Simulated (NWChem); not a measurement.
Basis-set convergence for H6InP

SMILES: P.[InH3]
```xyz
8

In    -0.6208    -0.4305     0.0000
H     -0.2381    -1.2288    -1.5116
H     -0.2381    -1.2288     1.5116
H     -1.7349     0.9217     0.0000
P      1.7139     1.1888     0.0000
H      1.9568     2.1078    -1.0706
H      3.0107     0.5821     0.0000
H      1.9568     2.1078     1.0706
```
Charge 0, spin multiplicity 1.

Everything below was run with NWChem. All single points use one geometry, from PBE/def2-SVP with def2 effective core potentials on In, with no frequency check, so it may be a saddle point.

Quantity: dipole moment at the level PBE0.

Effective core potentials replace the inner electrons of In; spin-orbit coupling is left out. The structure started from a generated list of species.

Relative cost: rough, from shared machines, SCF included, def2-SVP = 1.

```tsv
basis	functions	dipole moment (D)	relative cost
def2-SVP	74	[?]	1
def2-SVPD	104	[?]	under 3
def2-TZVP	123	3.55	3
def2-TZVPD	153	[?]	5
def2-TZVPP	176	3.55	5
```

Q: Complete the blanks.

A: 
- def2-SVP, dipole moment (D): 3.84
- def2-SVPD, dipole moment (D): 3.60
- def2-TZVPD, dipole moment (D): 3.52
